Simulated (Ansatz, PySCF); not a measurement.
Ti(Cl)3(SH) (Cl3HSTi), SMILES [Cl][Ti]([Cl])([Cl])[SH], multiplicity 1. Atoms are numbered in the order given.

```xyz
6

Ti     0.0333     0.0283    -0.0077
Cl     1.3593    -0.9595    -1.4260
Cl     1.0337     0.1805     1.9215
Cl    -0.6702     1.9457    -0.7287
S     -1.8384    -1.2176     0.2344
H     -1.0883    -2.2673     0.6632
```
Charge 0, spin multiplicity 1.

The structure is a stationary point at B3LYP-D3(BJ)/def2-SVP. The spin state was assumed, not searched. The structure was generated by enumeration; whether it is a known compound was not checked. Other conformers were not sampled.

Two levels are set side by side: PBE-D3(BJ)/def2-SVP (Ansatz, a first-principles code) and B3LYP-D3(BJ)/def2-SVP (Ansatz). Each level has its own optimised geometry; the coordinates shown are those of the second. Frequencies come from the Hessian of PySCF at each geometry. Differences are taken from unrounded values.

```tsv
quantity	B3LYP-D3(BJ)
mean bond length (Å)	2.029
bond Ti1–Cl2 (Å)	2.178
bond Ti1–Cl3 (Å)	2.178
bond Ti1–Cl4 (Å)	2.166
bond Ti1–S5 (Å)	2.261
bond S5–H6 (Å)	1.359
highest harmonic wavenumber (cm⁻¹)	2634
mean harmonic wavenumber (cm⁻¹)	478
zero-point energy (kcal/mol)	8.21
```

What does PBE-D3(BJ) give, and how far is it from B3LYP-D3(BJ)? (The exact figures need the calculation; the answer reports its results.)


```json
[
 {"quantity": "mean bond length (Å)", "PBE-D3(BJ)": "2.034", "PBE-D3(BJ) minus B3LYP-D3(BJ)": "0.006"},
 {"quantity": "bond Ti1–Cl2 (Å)", "PBE-D3(BJ)": "2.183", "PBE-D3(BJ) minus B3LYP-D3(BJ)": "0.004"},
 {"quantity": "bond Ti1–Cl3 (Å)", "PBE-D3(BJ)": "2.183", "PBE-D3(BJ) minus B3LYP-D3(BJ)": "0.004"},
 {"quantity": "bond Ti1–Cl4 (Å)", "PBE-D3(BJ)": "2.170", "PBE-D3(BJ) minus B3LYP-D3(BJ)": "0.004"},
 {"quantity": "bond Ti1–S5 (Å)", "PBE-D3(BJ)": "2.267", "PBE-D3(BJ) minus B3LYP-D3(BJ)": "0.006"},
 {"quantity": "bond S5–H6 (Å)", "PBE-D3(BJ)": "1.369", "PBE-D3(BJ) minus B3LYP-D3(BJ)": "0.010"},
 {"quantity": "highest harmonic wavenumber (cm⁻¹)", "PBE-D3(BJ)": "2580", "PBE-D3(BJ) minus B3LYP-D3(BJ)": "-54"},
 {"quantity": "mean harmonic wavenumber (cm⁻¹)", "PBE-D3(BJ)": "464", "PBE-D3(BJ) minus B3LYP-D3(BJ)": "-14"},
 {"quantity": "zero-point energy (kcal/mol)", "PBE-D3(BJ)": "7.97", "PBE-D3(BJ) minus B3LYP-D3(BJ)": "-0.24"}
]
```
